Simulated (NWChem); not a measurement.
System: C3H5BFN; SMILES C[C@H]1N=CB1F

NWChem printed, in part:

```
             Northwest Computational Chemistry Package (NWChem) 7.3.0
             --------------------------------------------------------

 C1  symmetry detected

                             Geometry "geometry" -> ""
                             -------------------------

 Output coordinates in angstroms (scale by  1.889725989 to convert to a.u.)

  No.       Tag          Charge          X              Y              Z
 ---- ---------------- ---------- -------------- -------------- --------------
    1 C                    6.0000     1.06901517    -1.63254307     0.23058693
    2 C                    6.0000     0.09214004    -0.72332676    -0.48004512
    3 N                    7.0000    -1.26355801    -0.59991223     0.17816764
    4 C                    6.0000    -1.44863850     0.67737496     0.07639195
    5 B                    5.0000     0.05766277     0.84414422    -0.24493501
    6 F                    9.0000     0.97257760     1.72754649     0.10036698
    7 H                    1.0000     1.27299446    -1.29254743     1.25754602
    8 H                    1.0000     2.02722957    -1.66173617    -0.30964164
    9 H                    1.0000     0.67881323    -2.66083805     0.28843081
   10 H                    1.0000    -0.07607283    -1.05612002    -1.51594890
   11 H                    1.0000    -2.37467081     1.17295709     0.39220986

 Effective nuclear repulsion energy (a.u.)     207.4697527823

  pbe96 is a nonlocal functional; adding pw91lda local functional.

                                 NWChem DFT Module
                                 -----------------

 Summary of "ao basis" -> "ao basis" (spherical)
 ------------------------------------------------------------------------------
       Tag                 Description            Shells   Functions and Types
 ---------------- ------------------------------  ------  ---------------------
 C                          def2-svp                 6       14   3s2p1d
 N                          def2-svp                 6       14   3s2p1d
 B                          def2-svp                 6       14   3s2p1d
 F                          def2-svp                 6       14   3s2p1d
 H                          def2-svp                 3        5   2s1p

            General Information
            -------------------
          SCF calculation type: DFT
          Wavefunction type:  closed shell.
          No. of atoms     :    11
          No. of electrons :    44
           Alpha electrons :    22
            Beta electrons :    22
          Charge           :     0
          Spin multiplicity:     1
          Use of symmetry is: off; symmetry adaption is: off
          Maximum number of iterations: 150
          AO basis - number of functions:   109
                     number of shells:    51
          Convergence on energy requested:  1.00D-06
          Convergence on density requested:  1.00D-05
          Convergence on gradient requested:  5.00D-04

              XC Information
              --------------
                     Hartree-Fock (Exact) Exchange  1.000
                     LC-wPBE(h)Exchange Functional  0.800
            Perdew 1991 LDA Correlation Functional  1.000 local
           PerdewBurkeErnz. Correlation Functional  1.000 non-local

           Range-Separation Parameters
           ---------------------------
           Alpha           :  0.20
           Beta            :  0.80
           Gamma           :  0.20
           Short-Range HF  :     F

             Grid Information
             ----------------
          Grid used for XC integration:  medium
          Radial quadrature: Mura-Knowles
          Angular quadrature: Lebedev.
          Tag              B.-S. Rad. Rad. Pts. Rad. Cut. Ang. Pts.
          ---              ---------- --------- --------- ---------
          C                   0.70       49          11.0       434
          N                   0.65       49          10.0       434
          B                   0.85       49          10.0       434
          F                   0.50       49          11.0       434
          H                   0.35       45          13.0       434
          Grid pruning is: on
          Number of quadrature shells:   519
          Spatial weights used:  Erf1

      Superposition of Atomic Density Guess
      -------------------------------------

 Sum of atomic energies:        -293.41151426

      Non-variational initial energy
      ------------------------------

 Total energy =    -296.750296
 1-e energy   =    -810.407542
 2-e energy   =     306.187494
 HOMO         =      -0.302346
 LUMO         =      -0.061500

     ---------------------------------------------
      Total Density - Mulliken Population Analysis
     ---------------------------------------------

    Atom       Charge   Shell Charges
 -----------   ------   -------------------------------------------------------
    1 C    6     6.22   1.99  0.96  0.16  2.06  1.02  0.02
    2 C    6     6.17   1.99  0.98  0.24  1.93  0.97  0.05
    3 N    7     7.39   1.99  1.09  0.63  2.25  1.40  0.03
    4 C    6     5.89   1.99  0.99  0.32  1.82  0.72  0.05
    5 B    5     4.49   1.99  0.88  0.21  1.11  0.16  0.15
    6 F    9     9.33   1.99  1.15  0.71  3.49  1.97  0.00
    7 H    1     0.91   0.67  0.21  0.02
    8 H    1     0.89   0.67  0.20  0.03
    9 H    1     0.90   0.67  0.20  0.03
   10 H    1     0.89   0.68  0.19  0.02
   11 H    1     0.92   0.67  0.22  0.02

   convergence    iter        energy       DeltaE   RMS-Dens  Diis-err
 ---------------- ----- ----------------- --------- --------- ---------
 d= 0,ls=0.0,diis     1   -296.1855932768 -5.04D+02  9.02D-03  5.79D-01
 d= 0,ls=0.0,diis     2   -296.2185245506 -3.29D-02  3.84D-03  4.81D-01
 d= 0,ls=0.0,diis     3   -296.2589135841 -4.04D-02  1.06D-03  2.46D-02
 d= 0,ls=0.0,diis     4   -296.2612857727 -2.37D-03  3.81D-04  3.00D-03
 d= 0,ls=0.0,diis     5   -296.2615897596 -3.04D-04  1.32D-04  3.78D-04
  Resetting Diis
 d= 0,ls=0.0,diis     6   -296.2616360766 -4.63D-05  6.55D-05  2.96D-05
 d= 0,ls=0.0,diis     7   -296.2616418016 -5.73D-06  2.16D-05  1.79D-06
 d= 0,ls=0.0,diis     8   -296.2616423584 -5.57D-07  7.83D-06  9.97D-07

         Total DFT energy =     -296.261642358350
      One electron energy =     -814.684442428492
           Coulomb energy =      350.192678851556
    Exchange-Corr. energy =      -39.239631563741
 Nuclear repulsion energy =      207.469752782327

 Numeric. integr. density =       44.000016781232

                       DFT Final Molecular Orbital Analysis
                       ------------------------------------

 Vector   20  Occ=2.000000D+00  E=-4.025818D-01
              MO Center= -6.6D-01, -3.9D-01, -7.8D-02, r^2= 2.6D+00
   Bfn.  Coefficient  Atom+Function         Bfn.  Coefficient  Atom+Function
  ----- ------------  ---------------      ----- ------------  ---------------
    34      0.338141   3 N  pz               48     -0.317602   4 C  pz
    20      0.228768   2 C  pz              100     -0.223014  10 H  s
    37     -0.221219   3 N  pz               51     -0.213522   4 C  pz
     6     -0.140998   1 C  pz                4     -0.138988   1 C  px
     3      0.119738   1 C  s                 5      0.114587   1 C  py

 Vector   21  Occ=2.000000D+00  E=-3.863389D-01
              MO Center= -3.0D-02, -1.4D-02, -1.2D-01, r^2= 3.2D+00
   Bfn.  Coefficient  Atom+Function         Bfn.  Coefficient  Atom+Function
  ----- ------------  ---------------      ----- ------------  ---------------
    19      0.338351   2 C  py               46     -0.259835   4 C  px
    61      0.250604   5 B  py               60     -0.213031   5 B  px
    22      0.204256   2 C  py                5     -0.189976   1 C  py
    17      0.189893   2 C  s                95      0.172208   9 H  s
    74      0.169919   6 F  px               45     -0.163373   4 C  s

 Vector   22  Occ=2.000000D+00  E=-3.395750D-01
              MO Center= -9.8D-01, -3.2D-01, -8.2D-03, r^2= 2.2D+00
   Bfn.  Coefficient  Atom+Function         Bfn.  Coefficient  Atom+Function
  ----- ------------  ---------------      ----- ------------  ---------------
    32      0.328504   3 N  px               33      0.308926   3 N  py
    35     -0.235914   3 N  px               36     -0.234584   3 N  py
    59      0.229651   5 B  s                31      0.224833   3 N  s
    58      0.225906   5 B  s                18      0.207127   2 C  px
    34     -0.151634   3 N  pz               47      0.141609   4 C  py

 Vector   23  Occ=0.000000D+00  E= 1.117357D-02
              MO Center= -8.3D-01,  2.7D-01, -6.9D-02, r^2= 2.5D+00
   Bfn.  Coefficient  Atom+Function         Bfn.  Coefficient  Atom+Function
  ----- ------------  ---------------      ----- ------------  ---------------
    59     -0.427460   5 B  s                17      0.395571   2 C  s
    37     -0.355927   3 N  pz               34      0.348405   3 N  pz
    62     -0.329799   5 B  pz               45      0.310363   4 C  s
    51      0.278023   4 C  pz               35     -0.273177   3 N  px
    65      0.263680   5 B  pz               48      0.260003   4 C  pz

 Vector   24  Occ=0.000000D+00  E= 9.250345D-02
              MO Center= -3.9D-01,  5.0D-01, -4.4D-01, r^2= 3.6D+00
   Bfn.  Coefficient  Atom+Function         Bfn.  Coefficient  Atom+Function
  ----- ------------  ---------------      ----- ------------  ---------------
     3      0.687528   1 C  s               101     -0.553705  10 H  s
    51      0.486093   4 C  pz               59      0.478210   5 B  s
    65     -0.444822   5 B  pz               62      0.407401   5 B  pz
    48      0.344931   4 C  pz               45     -0.329872   4 C  s
    23     -0.276495   2 C  pz               96     -0.257418   9 H  s

 Vector   25  Occ=0.000000D+00  E= 1.355148D-01
              MO Center=  7.9D-01, -6.0D-01, -3.9D-01, r^2= 6.4D+00
   Bfn.  Coefficient  Atom+Function         Bfn.  Coefficient  Atom+Function
  ----- ------------  ---------------      ----- ------------  ---------------
     3      1.657910   1 C  s                59     -1.482127   5 B  s
    17      1.244127   2 C  s                91     -0.892055   8 H  s
   101     -0.834643  10 H  s                96     -0.668937   9 H  s
    86     -0.648226   7 H  s                45      0.468799   4 C  s
    23     -0.384552   2 C  pz               73      0.305689   6 F  s

     ---------------------------------------------
      Total Density - Mulliken Population Analysis
     ---------------------------------------------

    Atom       Charge   Shell Charges
 -----------   ------   -------------------------------------------------------
    1 C    6     6.03   1.99  0.89  0.13  2.12  0.87  0.03
    2 C    6     6.10   1.99  0.91  0.22  2.08  0.85  0.05
    3 N    7     7.21   1.99  1.06  0.66  2.26  1.20  0.03
    4 C    6     5.99   1.99  0.92  0.31  2.03  0.69  0.05
    5 B    5     4.89   1.98  0.83  0.16  1.50  0.24  0.17
    6 F    9     9.07   1.99  1.14  0.71  3.36  1.87  0.01
    7 H    1     0.96   0.74  0.20  0.02
    8 H    1     0.95   0.73  0.19  0.02
    9 H    1     0.94   0.73  0.19  0.02
   10 H    1     0.92   0.74  0.16  0.02
   11 H    1     0.94   0.74  0.18  0.02

     -------------------------------------------
      Total Density - Lowdin Population Analysis
     -------------------------------------------

    Atom       Charge   Shell Charges
 -----------   ------   -------------------------------------------------------
    1 C    6     6.07   1.96  0.57  0.30  1.90  1.26  0.07
    2 C    6     6.05   1.96  0.60  0.30  1.90  1.17  0.11
    3 N    7     7.01   1.97  0.84  0.51  2.12  1.52  0.06
    4 C    6     6.00   1.97  0.62  0.34  1.84  1.12  0.11
    5 B    5     5.12   1.96  0.52  0.25  1.38  0.58  0.43
    6 F    9     8.93   1.98  0.98  0.70  3.20  2.07  0.01
    7 H    1     0.97   0.64  0.26  0.07
    8 H    1     0.96   0.63  0.26  0.07
    9 H    1     0.96   0.63  0.26  0.07
   10 H    1     0.96   0.64  0.25  0.07
   11 H    1     0.97   0.63  0.27  0.07

     Multipole analysis of the density
     ---------------------------------

     L   x y z        total         alpha         beta         nuclear
     -   - - -        -----         -----         ----         -------
     0   0 0 0     -0.000000    -22.000000    -22.000000     44.000000

     1   1 0 0      0.050514      0.025257      0.025257     -0.000000
     1   0 1 0      0.064526      0.032263      0.032263     -0.000000
     1   0 0 1     -0.283125     -0.141562     -0.141562     -0.000000

     2   2 0 0    -26.187567   -104.228545   -104.228545    182.269524
     2   1 1 0     -3.409417      8.317614      8.317614    -20.044645
     2   1 0 1      0.202908     -0.138785     -0.138785      0.480478
     2   0 2 0    -26.705417   -136.248471   -136.248471    245.791524
     2   0 1 1      0.594108      0.124926      0.124926      0.344255
     2   0 0 2    -24.959741    -24.196446    -24.196446     23.433152
```

Level: LRC-wPBEh/def2-SVP. Geometry: optimised at PBE0/def2-SVP.

Q: Which NWChem input produces such a log?

A: Several could match; the one computed here: the input that was run:
```
start job
memory heap 200 mb stack 900 mb global 1100 mb
geometry units angstroms noautoz
  C      0.827780    -1.749416     0.224192
  C     -0.057171    -0.741848    -0.474110
  N     -1.323657    -0.378507     0.267772
  C     -1.325658     0.904717     0.096285
  B      0.158690     0.823002    -0.339651
  F      1.218297     1.574336    -0.117317
  H      1.160018    -1.389593     1.210090
  H      1.725591    -1.952988    -0.378608
  H      0.295889    -2.701813     0.375935
  H     -0.353789    -1.100482    -1.471879
  H     -2.140605     1.551598     0.443106
end
basis spherical
  C library def2-svp
  N library def2-svp
  B library def2-svp
  F library def2-svp
  H library def2-svp
end
dft
  xc xwpbe 0.80 cpbe96 1.0 hfexch 1.00
  cam 0.2 cam_alpha 0.2 cam_beta 0.8
  iterations 150
  mulliken
end
task dft energy
```
